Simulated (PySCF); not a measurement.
Identify the unknown among the candidates.

All candidates are C10H12O.

| technique | computed result |
| --- | --- |
| NMR, other nuclei | isotropic shieldings of nuclei other than C and H, by class: 312 (1 O) ppm [GIAO PBE0/pcSseg-1] |
| Dipole | 1.52 D [PBE0/pcSseg-1] |
| Rotational structure | rotational constants A, B, C: 2.366, 0.670, 0.531 GHz [GFN2-xTB] |
| 1H NMR | chemical shifts (computed TMS as zero) by class: 7.93 (1 H), 7.70 (1 H), 7.25 (1 H), 7.15 (1 H), 5.90 (1 H), 5.55 (1 H), 5.22 (2 H), 2.48 (3 H), 0.80 (1 H) ppm [GIAO PBE0/pcSseg-1] |
| 13C NMR | chemical shifts (computed TMS as zero) by class: 146.0 (1 C), 144.5 (1 C), 141.1 (1 C), 140.9 (1 C), 132.3 (1 C), 130.6 (1 C), 127.9 (1 C), 120.8 (1 C), 69.6 (1 C), 23.1 (1 C) ppm [GIAO PBE0/pcSseg-1] |

Gas-phase values; electronic properties from PySCF, density fitting. Levels stand in brackets. The structure is a single GFN2-xTB conformer in the gas phase; no vibrational or solvent corrections. NMR values are class means; diastereotopic atoms form classes of their own.

**Question.** Which candidate is it?
A. `CC(C)C(=O)c1ccccc1`
B. `C=Cc1ccc(CO)cc1C`
C. `C#C[C@@H]1C(=O)CCC[C@H]1C=C`
D. `COc1cccc2c1CCC2`

**Answer.** B. It is `C=Cc1ccc(CO)cc1C`. Numbering: `[CH2:1]=[CH:2][c:3]1[cH:4][cH:5][c:6]([CH2:7][OH:8])[cH:9][c:10]1[CH3:11]`. Its formula, C10H12O, gives 5 degrees of unsaturation: 1 ring and 4 π bonds in the structure found (Kekulé form). 10 carbons fall into 10 classes; from least to most shielded: substituted aromatic carbon [C6] (146.0 ppm), alkene CH carbon [C2] (144.5 ppm), substituted aromatic carbon [C3] (141.1 ppm), substituted aromatic carbon [C10] (140.9 ppm), aromatic CH carbon [C9] (132.3 ppm), aromatic CH carbon [C4] (130.6 ppm), aromatic CH carbon [C5] (127.9 ppm), terminal =CH2 carbon [C1] (120.8 ppm), carbinol carbon (C–OH) [C7] (69.6 ppm), benzylic-type carbon [C11] (23.1 ppm). Hydrogen classes from least to most shielded: 1 H on an aromatic CH carbon, C9 (7.93 ppm), 1 H on an aromatic CH carbon, C4 (7.70 ppm), 1 H on an alkene CH carbon, C2 (7.25 ppm), 1 H on an aromatic CH carbon, C5 (7.15 ppm), 1 H on a terminal =CH2 carbon, C1 (5.90 ppm), 1 H on a terminal =CH2 carbon, C1 (5.55 ppm), 2 H on a carbinol carbon (C–OH), C7 (5.22 ppm), 3 H on a benzylic-type carbon, C11 (2.48 ppm), 1 H on an alcohol oxygen, O8 (0.80 ppm). The other shieldings belong to: 312 ppm, alcohol oxygen [O8]. The optimised geometry has point group C1 and is an asymmetric top.

The others, at the same levels:
- `CC(C)C(=O)c1ccccc1` fails: it has 7 carbon classes against 10; its computed 13C shifts are 208.0 (1 C), 139.0 (1 C), 138.9 (1 C), 135.6 (2 C), 134.0 (2 C), 39.1 (1 C), 21.6 (2 C) ppm, 1H shifts are 8.47 (2 H), 7.83 (1 H), 7.79 (2 H), 3.40 (1 H), 1.29 (6 H) ppm and rotational constant A is 2.470 GHz (against 2.366 GHz).
- `COc1cccc2c1CCC2` fails: its computed 13C shifts are 163.0 (1 C), 151.5 (1 C), 137.1 (1 C), 133.0 (1 C), 121.7 (1 C), 110.0 (1 C), 55.7 (1 C), 37.2 (1 C), 33.1 (1 C), 28.6 (1 C) ppm, 1H shifts are 7.41 (1 H), 7.17 (1 H), 6.59 (1 H), 3.98 (3 H), 3.05 (2 H), 3.01 (2 H), 2.09 (2 H) ppm and rotational constant A is 1.844 GHz (against 2.366 GHz).
- `C#C[C@@H]1C(=O)CCC[C@H]1C=C` fails: its computed 13C shifts are 213.1 (1 C), 148.4 (1 C), 125.0 (1 C), 89.3 (1 C), 81.2 (1 C), 50.0 (1 C), 46.1 (1 C), 42.0 (1 C), 28.8 (1 C), 26.0 (1 C) ppm, 1H shifts are 6.13 (1 H), 5.58 (1 H), 5.48 (1 H), 3.54 (1 H), 3.18 (1 H), 3.04 (1 H), 2.61 (1 H), 2.19 (1 H), 1.95 (1 H), 1.86 (1 H), 1.76 (1 H), 1.53 (1 H) ppm and rotational constant A is 1.390 GHz (against 2.366 GHz).

Each candidate is one conformer, not necessarily the lowest. Dipoles, sizes and rotational constants follow the conformer. The torsions of the flexible species, by atom-mapped SMILES:
- `[CH2:1]=[CH:2][c:3]1[cH:4][cH:5][c:6]([CH2:7][OH:8])[cH:9][c:10]1[CH3:11]`: C1–C2–C3–C4 31°, C5–C6–C7–O8 156°, H–O8–C7–C6 -179°
- `[CH3:1][CH:2]([CH3:3])[C:4](=[O:5])[c:6]1[cH:7][cH:8][cH:9][cH:10][cH:11]1`: C1–C2–C4–O5 -16°, C2–C4–C6–C7 169°

The conformers of `COc1cccc2c1CCC2` and `C#C[C@@H]1C(=O)CCC[C@H]1C=C` aren't listed.
